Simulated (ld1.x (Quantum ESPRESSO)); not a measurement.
**Re: TM pseudisation with PBE, non-relativistic reference atom.**

Re, norm-conserving Troullier–Martins (Kleinman–Bylander form), made with ld1.x (Quantum ESPRESSO) 7.5 (PBE, non-relativistic). Core [Xe] 4f14, reference 5d5 6s2 6p0. Waves: 6s (bound): rc 2.30 bohr; 5d (bound): rc 1.85 bohr; 6p (bound, empty): rc 3.80 bohr. Local part: the p channel. Core correction: Bessel-smoothed model core inside 0.90 bohr.

(1) Estimate the cutoffs (Ry, on a coarse ladder) from which the occupation-weighted sum of valence levels, in a spherical-Bessel basis at the reference potential, stays within 10 and 1 mRy of its value at 400 Ry.

(2) What does a ghost test show?

(3) Which valence shell sets the plane-wave cutoff?

(4) Tests: 5d5 6s1 6p0; 5d5 6s0 6p0; 5d4 6s0 6p0; 5d3 6s0 6p0; 5d5 6s0 6p2; 5d4 6s2 6p1; 5d5 6s1 6p1. Which has the largest error in its energy relative to the reference configuration, and how large is it?

Answers

(1) 35 Ry and 40 Ry.

(2) No extra level below or beside the all-electron valence levels (s, d, p, f tested).

(3) 5d: its level needs 35 Ry to come within 1 mRy, against 25 Ry for 6s.

(4) 5d3 6s0 6p0, with -1098 meV (all-electron minus pseudo) on +90.52 eV.
